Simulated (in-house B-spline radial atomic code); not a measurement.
**BP86 excitations of In⁺**

Method: BP86. Computed with a B-spline radial code for spherical atoms: linear response of the closed shell [Kr] 4d10 5s2 with the functional's adiabatic kernel; scalar-relativistic (spin-free one-electron X2C), finite nucleus, no spin-orbit coupling, no double excitations, S, P, D and F terms only; shells from n = 3 respond. Only terms of natural parity with L up to 3 were computed.

Command:
```bash
python run_td.py task.json out
```
Settings (radii: box in bohr, nucleus in fm):
```
Z                        49
electrons                48
configuration            [Kr] 4d10 5s2
hamiltonian              x2c
method                   b88,p86
box_radius               41.61
rms_radius               4.6156
intervals                74
```

Cost of the run: 1.2 s on 1 thread of AMD EPYC 9R45 96-Core Processor (Zen 5), with other jobs on the host.

The lowest states, in the order of their Tamm-Dancoff energies; the method's threshold (minus the highest occupied level) is 15.126 eV. Labels give the largest channel, * marks a mixed state, and oscillator strengths are full-response dipole values. Measured ¹D terms are left out, since they can mix with doubly excited terms. Semilocal kernels can invert the small singlet-triplet splittings of Rydberg terms. Energies in eV:

```tsv
state	full response	Tamm-Dancoff	oscillator strength	measured (J-weighted term)
5s → 5p 3P	5.535	5.640	-	5.531
5s → 5p 1P	?	?	?	?
5s → 6s 3S	11.366	11.370	-	11.645
5s → 6s 1S	?	?	-	?
5s → 5d 3D	12.203	12.218	-	12.674
5s → 5d 1D	12.303	12.314	-	-
5s → 6p 3P	12.620	12.625	-	13.409
5s → 6p 1P	12.743	12.778	0.00357	13.611
5s → 7s 3S	13.607	13.608	-	-
5s → 7s 1S	13.662	13.666	-	-
```

Task: Where does 5s → 6s 1S lie?

Result: At 11.590 eV in full response, 11.607 eV in Tamm-Dancoff; measured 12.030 eV.

Task: Where does 5s → 5p 1P lie?

Result: At 7.800 eV in full response, 8.149 eV in Tamm-Dancoff, oscillator strength 1.54; measured 7.816 eV.

Task: How large is the singlet-triplet splitting of 5s → 5p (P terms) in Tamm-Dancoff?

Result: 2.51 eV, from the unrounded values.

Task: What polarisabilities and dispersion coefficient does the method give?

Result: Dipole 23.64 bohr³, quadrupole 125.4 bohr⁵, C6 162.8 hartree·bohr⁶ for two such species.
